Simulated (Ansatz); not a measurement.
The cluster Sr₄, relaxed as a singlet with RKS PBE0/def2-TZVP in Ansatz, starting from the GFN1-xTB geometry. Force threshold 0.02 eV/Å.

In the def2 sets Sr takes a core potential; there is no spin–orbit coupling. The structure comes from a short search, and lower isomers may exist.

Start:

```xyz
4

Sr    1.504   -0.689    2.232
Sr   -0.034    2.781   -0.264
Sr   -2.591   -0.977    0.336
Sr    1.121   -1.115   -2.304
```

Problem. Estimate the energy that the relaxation releases and the steps that it takes.

Solution. 4.6 kcal/mol, in 4 steps; 13 s on 4 threads of Arm Neoverse N1 on a shared host. No frequencies were taken in this run, so the end may be a saddle point.

Problem. Does the start keep its bonding?

Solution. By distances, no bond broke or formed. The bond that changes most is Sr2–Sr3, from 4.58 to 4.17 Å (atoms count from 1). The end is the same structure that another start reached.

Problem. Predict the relaxed structure.

Solution. 
Cartesian coordinates in Å:
```
Sr 1.3980 -0.6363 2.0402
Sr -0.0491 2.5431 -0.2381
Sr -2.3804 -0.8778 0.2965
Sr 1.0315 -1.0289 -2.0986
```
Bond lengths (bridged metal pairs left out): 6 × Sr–Sr 4.17 Å.
